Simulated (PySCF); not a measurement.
First SCF of a structure search on doublet As(OH)2, at a hand-made linear (heavy-atom frame) geometry. PySCF input:

```python
from pyscf import gto, scf, dft
mol = gto.M(atom='''
As     0.000000     0.000000     0.000000
O      0.000000     0.000000     1.840000
O      0.000000     0.000000    -1.840000
H     -0.735400     0.000000     2.457100
H      0.735400     0.000000    -2.457100''',
    basis={'As': 'def2-TZVP', 'O': 'def2-TZVP', 'H': 'def2-TZVP'},
    charge=0, spin=1)
mf = dft.UKS(mol, xc='PBE0')
mf.grids.atom_grid = (50, 194)
aux = {'As': 'def2-universal-JKFIT', 'O': 'def2-universal-JKFIT', 'H': 'def2-universal-JKFIT'}
mf = mf.density_fit(auxbasis=aux)
mf.conv_tol = 1e-08
mf.diis_space = 10
mf.max_cycle = 60
mf.init_guess = 'minao'
mf.verbose = 4
mf.kernel()
```

Excerpt of the output (cycles alone):

```
init E= -2386.45487413687
cycle= 1 E= -2386.84601754748  delta_E= -0.391  |g|= 0.823  |ddm|=  1.6
cycle= 2 E= -2385.83120419532  delta_E= 1.01  |g|= 1.73  |ddm|= 1.42
cycle= 3 E= -2387.07013847625  delta_E= -1.24  |g|= 0.14  |ddm|= 1.08
cycle= 4 E= -2387.08079396886  delta_E= -0.0107  |g|= 0.0325  |ddm|= 0.217
cycle= 5 E= -2387.0813037538  delta_E= -0.00051  |g|= 0.00687  |ddm|= 0.0451
cycle= 6 E= -2387.08132574199  delta_E= -2.2e-05  |g|= 0.00249  |ddm|= 0.00606
cycle= 7 E= -2387.08132860566  delta_E= -2.86e-06  |g|= 0.000589  |ddm|= 0.00361
cycle= 8 E= -2387.08132910777  delta_E= -5.02e-07  |g|= 0.000201  |ddm|= 0.00126
cycle= 9 E= -2387.08132920086  delta_E= -9.31e-08  |g|= 7.23e-05  |ddm|= 0.000504
cycle= 10 E= -2387.08132921914  delta_E= -1.83e-08  |g|= 2.63e-05  |ddm|= 0.00025
cycle= 11 E= -2387.08132922131  delta_E= -2.17e-09  |g|= 8.22e-06  |ddm|= 8.97e-05
Extra cycle  E= -2387.08132922142  delta_E= -1.14e-10  |g|= 8e-06  |ddm|= 2.04e-05
converged SCF energy = -2387.08132922142  <S^2> = 0.75511314  2S+1 = 2.0051066
```

No lower solution of this spin was found by a stability analysis within the unrestricted form.

The search for the lowest solution, with the stability check, took 8.3 s on 4 threads of a shared Arm Neoverse V1 host, with 122 basis functions; the process peaked at 0.46 GiB. Launch command: `OMP_NUM_THREADS=4 python axn.py task.json out`.
